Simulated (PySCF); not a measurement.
**Radial density of F³⁺ (fluorine, charge +3)**

UHF, [He] 2s2 2p2, high-spin 3P determinant. Calculation: PySCF 2.14, in aug-cc-pVDZ-DK; scalar relativity by spin-free X2C-1e.

```json
{"r (bohr)": "0.00373", "4πr²ρ (e/bohr)": "0.07849", "4πr²(ρα − ρβ)": "0.0001"}
{"r (bohr)": "0.00628", "4πr²ρ (e/bohr)": "0.2108", "4πr²(ρα − ρβ)": "0.0002"}
{"r (bohr)": "0.0106", "4πr²ρ (e/bohr)": "0.5410", "4πr²(ρα − ρβ)": "0.0005"}
{"r (bohr)": "0.0178", "4πr²ρ (e/bohr)": "1.331", "4πr²(ρα − ρβ)": "0.0013"}
{"r (bohr)": "0.0299", "4πr²ρ (e/bohr)": "3.008", "4πr²(ρα − ρβ)": "0.0034"}
{"r (bohr)": "0.0503", "4πr²ρ (e/bohr)": "5.894", "4πr²(ρα − ρβ)": "0.0099"}
{"r (bohr)": "0.0846", "4πr²ρ (e/bohr)": "9.037", "4πr²(ρα − ρβ)": "0.0376"}
{"r (bohr)": "0.142", "4πr²ρ (e/bohr)": "9.294", "4πr²(ρα − ρβ)": "0.1753"}
{"r (bohr)": "0.239", "4πr²ρ (e/bohr)": "5.359", "4πr²(ρα − ρβ)": "0.6711"}
{"r (bohr)": "0.402", "4πr²ρ (e/bohr)": "3.363", "4πr²(ρα − ρβ)": "1.6788"}
{"r (bohr)": "0.677", "4πr²ρ (e/bohr)": "4.745", "4πr²(ρα − ρβ)": "2.3196"}
{"r (bohr)": "1.14", "4πr²ρ (e/bohr)": "2.479", "4πr²(ρα − ρβ)": "1.1333"}
{"r (bohr)": "1.92", "4πr²ρ (e/bohr)": "0.1961", "4πr²(ρα − ρβ)": "0.0687"}
{"r (bohr)": "3.22", "4πr²ρ (e/bohr)": "0.001851", "4πr²(ρα − ρβ)": "0.0015"}
{"r (bohr)": "5.42", "4πr²ρ (e/bohr)": "8.555e-05", "4πr²(ρα − ρβ)": "0.0001"}
```

Densities and radii are taken from the X2C orbitals without a picture-change correction, which distorts them close to the nucleus.
